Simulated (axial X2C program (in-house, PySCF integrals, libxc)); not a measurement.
Low determinants of AsC at the PBE0 level, 2c

Computed with an axial X2C code built on PySCF integrals. Two-component (2c) means X2C with spin–orbit coupling and atomic mean-field two-electron Coulomb and Gaunt terms. Basis: As dyall-cv3z [9s9p6d4f1g], C dyall-v3z [7s6p2d1f] (cores contracted in-house); Gaussian nuclei, density fitting, unrestricted open shells. Masses: As 74.922 u, C 12.000 u.

Search at 1.668 Å (vertical energies from the lowest determinant):

```tsv
ΔE (eV)	state	electrons beyond evenly filled partner blocks	electrons in ±ω = 1/2, 3/2, 5/2, 7/2
0.00	Ω = 1/2	ω = 1/2	27 10 2 0
0.72	Ω = 3/2	ω = 3/2	28 9 2 0
3.10	Ω = 7/2	ω = 1/2, 2 × ω = 3/2	27 10 2 0
3.21	Ω = 3/2	ω = 3/2	26 11 2 0
3.68	Ω = 1/2	2 × ω = -1/2, ω = 3/2	28 9 2 0
3.76	Ω = 5/2	ω = -1/2, 2 × ω = 3/2	27 10 2 0
3.79	Ω = 3/2	3 × ω = 1/2	27 10 2 0
```

Lowest determinant, Ω = 1/2 (⟨Sz⟩ = 0.50, ⟨Lz⟩ = 0.00 at PBE0): Re = 1.661 Å, ωe = 1065.0 cm⁻¹.

The determinant in row 2 of the search, Ω = 3/2 (⟨Sz⟩ = 0.50, ⟨Lz⟩ = 1.00 at PBE0), was followed along the bond at PBE0; measured from the minimum of the lowest determinant it gives:

Te = 0.565 eV (4556 cm⁻¹), Re = 1.760 Å, ωe = 925.1 cm⁻¹.

Problem. Compare the bond of the determinant in row 2 with that of the lowest one.

Solution. At PBE0 its Re is 0.099 Å longer and its force constant, which goes as ωe², is 0.75 times that of the lowest determinant. T0 ≈ Te + Δωe/2 = 4556 + (-70) = 4486 cm⁻¹.

The search compares states at one distance, so a state with another bond length can lie lower; it is not exhaustive and yields mostly the lowest determinant of each block pattern, so other components and higher states of one pattern are missing. These are energies of single determinants, not of spin-adapted states; PBE0 term energies can be off by some tenths of an eV, and the functional has no current term.
